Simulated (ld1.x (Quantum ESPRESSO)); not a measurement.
## Bi (Z = 83), TM: configuration errors across variants

```json
{
  "Element": "bismuth (Bi)",
  "Generator": "ld1.x (Quantum ESPRESSO) 7.5",
  "Type": "norm-conserving Troullier–Martins (Kleinman–Bylander form)",
  "Functional": "LDA (PZ)",
  "Relativity": "non-relativistic",
  "Frozen core": "[Xe] 4f14",
  "Valence charge": "15",
  "Reference configuration": "5d10 6s2 6p1.5 (charge +1.5)",
  "Partial waves": "6s (bound): rc 1.60 bohr; 6p (bound): rc 1.75 bohr; 5d (bound): rc 1.85 bohr",
  "Local potential": "all-electron potential smoothed inside 1.30 bohr (lloc = -2)",
  "Core correction": "Bessel-smoothed model core inside 1.35 bohr"
}
```

All-electron excitation energies from the reference (eV): (1) 5d10 6s2 6p3 -15.019; (2) 5d10 6s2 6p2 -6.785; (3) 5d10 6s2 6p1 8.693; (4) 5d10 6s1 6p0 72.964; (5) 5d10 6s0 6p5 -1.307; (6) 5d10 6s1 6p4 -8.245; (7) 5d10 6s1 6p3 0.500; (8) 5d10 6s2 6p1.5 spin -0.327.

Spin tests fill each open shell by Hund’s rule, majority spin first.

Tests that are not counted but printed errors over 1 eV. “base”: 5d10 6s2 6p3 (spin-polarised) (pseudo-atom not self-consistent, printed error +9.6 eV). “wave 5d (bound): rc 1.85 bohr becomes 5d (bound): rc 1.26 bohr”: 5d10 6s2 6p3 (spin-polarised) (solver errors, printed error -1906 eV). “wave 5d (bound): rc 1.85 bohr becomes 5d (bound): rc 1.40 bohr”: 5d10 6s2 6p3 (spin-polarised) (converged, but collapsed or in another state, printed error -65.9 eV). “wave 5d (bound): rc 1.85 bohr becomes 5d (bound): rc 1.56 bohr”: 5d10 6s2 6p3 (spin-polarised) (pseudo-atom not self-consistent, printed error +8.9 eV). “wave 5d (bound): rc 1.85 bohr becomes 5d (bound): rc 2.02 bohr”: 5d10 6s2 6p3 (spin-polarised) (solver errors, printed error -1939 eV).

A true bound ghost makes a file unfit for plane-wave use even where its test errors are small: the radial tests pick states by their node count and pass the ghost by. Where a test does run into it, the solver fails or the error is huge.

Errors AE − PS in meV (a dash: test not solved or not reliable):

| change | (1) | (2) | (3) | (4) | (5) | (6) | (7) | (8) | bound ghosts |
| --- | --- | --- | --- | --- | --- | --- | --- | --- | --- |
| base | -85 | -6.6 | -3.8 | -23 | -13 | -45 | -1.0 | -1.4 | s, p |
| wave 5d (bound): rc 1.85 bohr becomes 5d (bound): rc 1.26 bohr | -85 | -6.7 | -3.8 | -24 | -13 | -29 | -1.0 | -1.3 | s, p |
| wave 5d (bound): rc 1.85 bohr becomes 5d (bound): rc 1.40 bohr | -85 | -6.6 | -3.8 | -23 | -13 | -45 | -1.0 | -1.4 | s, p |
| wave 5d (bound): rc 1.85 bohr becomes 5d (bound): rc 1.56 bohr | -84 | -6.6 | -3.8 | -23 | -13 | -45 | -1.0 | -1.3 | s, p |
| wave 5d (bound): rc 1.85 bohr becomes 5d (bound): rc 2.02 bohr | -87 | -6.7 | -3.7 | -25 | -13 | -32 | -0.9 | -1.4 | s, p |
| wave 5d (bound): rc 1.85 bohr becomes 5d (bound): rc 2.22 bohr | – | -6.8 | -3.9 | -28 | -13 | -38 | -1.0 | -1.5 | s, p |
| wave 5d (bound): rc 1.85 bohr becomes 5d (bound): rc 2.36 bohr | – | -6.9 | -4.0 | -30 | -14 | -42 | -1.1 | -1.7 | s, p |
| wave 5d (bound): rc 1.85 bohr becomes 5d (bound): rc 2.58 bohr | – | -7.1 | -4.1 | -39 | -14 | -50 | -1.2 | -2.4 | s, p |
| wave 5d (bound): rc 1.85 bohr becomes 5d (bound): rc 2.80 bohr | – | -7.3 | -4.3 | -50 | -15 | -52 | -1.2 | -3.5 | s, p |

Question: Give the same row for: wave 5d (bound): rc 1.85 bohr becomes 5d (bound): rc 1.76 bohr.

Answer: -84, -6.6, -3.8, -23, -13, -45, -1.0, -1.3; bound ghosts: s, p. Not counted: 5d10 6s2 6p3 (spin-polarised) (converged, but collapsed or in another state, printed error -25.6 eV).
